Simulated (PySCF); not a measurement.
Dipole moment and polarisability of `C=C1C[C@@H]1/C=N/C`

Compound: C₆H₉N.
Cartesian coordinates in Å at the PBE0-D3(BJ)/def2-SVP level; atoms count from 1:
```xyz
16
C6H9N angstrom
C     -2.7239    0.4304    0.7742
C     -1.8633    0.0418   -0.1519
C     -1.4737   -0.8992   -1.1888
C     -0.5558    0.2699   -0.7918
C      0.6768   -0.0112   -0.0289
N      1.7250    0.6846   -0.1550
C      2.8728    0.3425    0.6327
H     -3.6635   -0.1061    0.9343
H     -2.5209    1.3027    1.4016
H     -1.1635   -1.9089   -0.8944
H     -1.9500   -0.8429   -2.1732
H     -0.4601    1.0995   -1.5003
H      0.6202   -0.8739    0.6723
H      3.1621    1.2027    1.2589
H      3.7314    0.1428   -0.0294
H      2.7253   -0.5373    1.2923
```

Level: CAM-B3LYP/def2-SVPD (PySCF), static field, nuclei fixed, core orbitals frozen in the response. The polarisability tensor in these axes (au):

```
x   109.62   5.44  -3.17
y     5.44  68.86   4.95
z    -3.17   4.95  73.25
```

Problem. Give the principal values, the mean and the anisotropy Δα = √{½[(α1 − α2)² + (α2 − α3)² + (α1 − α3)²]}.

Solution. Principal values 64.77, 76.46 and 110.51 au; mean 83.91 au = 12.43 Å³ = 13.84 × 10⁻⁴⁰ C²·m²/J; Δα = 41.16 au (49 % of the mean).

Problem. What is the dipole moment, and where does it point?

Solution. (-0.62, -1.33, 0.50) D, 1.55 D in size, pointing from the negative to the positive side. Measured along this direction, the outermost atoms are H14 at the negative end and H8 and H10 at the positive end.

Problem. How large is μ²/3kT at 273 K beside α?

Solution. In Gaussian units μ²/3kT = 21.31 Å³ against 12.43 Å³, a ratio of 1.71; the Debye molar polarisation (4π/3)N_A(α + μ²/3kT) is 85.1 cm³/mol, leaving out the vibrational part.

Problem. Give the principal axes and the span of the nuclei along them.

Solution. Largest value along (0.99, 0.12, -0.07), where the nuclei span 7.42 Å; middle along (-0.01, 0.54, 0.84), 4.17 Å; least along (-0.14, 0.83, -0.54), 3.30 Å. The response follows the extents in order.

Problem. In TDDFT the mean static polarisability is Σ f/ω² over all singlet excitations (ω in hartree). How much of it do the 6 lowest give? Their energies (eV) and oscillator strengths: 5.23, 0.0017; 6.39, 0.0696; 6.89, 0.1635; 7.00, 0.3448; 7.21, 0.1129; 7.29, 0.0813.

Solution. They add up to 11.81 au, 14.1 % of the 83.91 au; the largest single term is 5.21 au, from the state at 7.00 eV. Terms in order: 0.05, 1.26, 2.55, 5.21, 1.61, 1.13 au. Higher excitations give the rest. The strengths listed sum to 0.774.

Problem. What molar refraction does this α imply?

Solution. Lorentz–Lorenz: R = (4π/3)N_A α = 2.5225 cm³/(mol·Å³) × 12.43 Å³ = 31.4 cm³/mol, in the limit of long wavelengths.

Geometry: PBE0-D3(BJ)/def2-SVP, one conformer, isolated molecule.
